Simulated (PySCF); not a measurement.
Molfile (atoms numbered from 1):
```
C5H14Si
     RDKit          3D

 20 19  0  0  0  0  0  0  0  0999 V2000
   -1.6512   -1.2362    0.1294 C   0  0  0  0  0  0  0  0  0  0  0  0
   -1.1817    0.1727   -0.2265 C   0  0  0  0  0  0  0  0  0  0  0  0
   -2.0775    1.2067    0.4549 C   0  0  0  0  0  0  0  0  0  0  0  0
    0.2809    0.4054    0.1741 C   0  0  0  0  0  0  0  0  0  0  0  0
    1.2775   -0.4693   -0.5827 C   0  0  0  0  0  0  0  0  0  0  0  0
    3.0844   -0.0364   -0.1825 Si  0  0  0  0  0  4  0  0  0  0  0  0
   -1.5193   -1.4217    1.1938 H   0  0  0  0  0  0  0  0  0  0  0  0
   -2.7058   -1.3545   -0.1114 H   0  0  0  0  0  0  0  0  0  0  0  0
   -1.0935   -1.9875   -0.4240 H   0  0  0  0  0  0  0  0  0  0  0  0
   -1.2661    0.3039   -1.3124 H   0  0  0  0  0  0  0  0  0  0  0  0
   -2.0231    1.1000    1.5366 H   0  0  0  0  0  0  0  0  0  0  0  0
   -3.1138    1.0768    0.1498 H   0  0  0  0  0  0  0  0  0  0  0  0
   -1.7676    2.2167    0.1947 H   0  0  0  0  0  0  0  0  0  0  0  0
    0.5224    1.4559   -0.0102 H   0  0  0  0  0  0  0  0  0  0  0  0
    0.3869    0.2298    1.2477 H   0  0  0  0  0  0  0  0  0  0  0  0
    1.1006   -0.3615   -1.6555 H   0  0  0  0  0  0  0  0  0  0  0  0
    1.0961   -1.5184   -0.3443 H   0  0  0  0  0  0  0  0  0  0  0  0
    3.9758   -0.9263   -0.9291 H   0  0  0  0  0  0  0  0  0  0  0  0
    3.3493    1.3541   -0.5591 H   0  0  0  0  0  0  0  0  0  0  0  0
    3.3206   -0.1996    1.2537 H   0  0  0  0  0  0  0  0  0  0  0  0
  1  2  1  0
  2  3  1  0
  2  4  1  0
  4  5  1  0
  5  6  1  0
  1  7  1  0
  1  8  1  0
  1  9  1  0
  2 10  1  0
  3 11  1  0
  3 12  1  0
  3 13  1  0
  4 14  1  0
  4 15  1  0
  5 16  1  0
  5 17  1  0
  6 18  1  0
  6 19  1  0
  6 20  1  0
M  END
```

Geometry: GFN2-xTB; GIAO shifts from PySCF, gas phase, non-relativistic, averaged over equivalent atoms.

At mPW1PW91/ANO-RCC-VDZP (158 basis functions, 67 s wall time on 1 thread of an Arm Neoverse N1, shared host):
```tsv
atoms	δ (ppm)
C4	39.3
C2	36.7
C1/C3	22.9
C5	10.8
Si6	-83.9
H18/H19/H20	3.85
H10	1.41
H14/H15	1.24
H7/H8/H9/H11/H12/H13	0.93
H16/H17	0.79
```

References, each an isolated molecule treated in the same way: 13C (σref 189.81), 29Si (σref 392.17), 1H (σref 31.81) vs TMS.

Question: What do these become at PBE0/pcSseg-1?

Answer: 
| atoms | δ at PBE0/pcSseg-1 | change |
| --- | --- | --- |
| C4 | 39.4 | +0.1 |
| C2 | 36.4 | -0.3 |
| C1/C3 | 24.4 | +1.5 |
| C5 | 10.0 | -0.8 |
| Si6 | -70.0 | +13.9 |
| H18/H19/H20 | 3.83 | -0.02 |
| H10 | 1.30 | -0.11 |
| H14/H15 | 1.15 | -0.09 |
| H7/H8/H9/H11/H12/H13 | 1.00 | +0.07 |
| H16/H17 | 0.72 | -0.07 |

Shifts are taken against calculated references (same method and geometry level): TMS for 13C (σ = 186.93 ppm) and 29Si (σ = 349.16 ppm) and 1H (σ = 31.72 ppm).

The largest change is at Si6 (silicon bonded to C, 3 H). Cost: 179 basis functions, 19 s wall time on 1 thread of an x86-64 server CPU, shared host. The order of the carbon signals is the same at both levels.
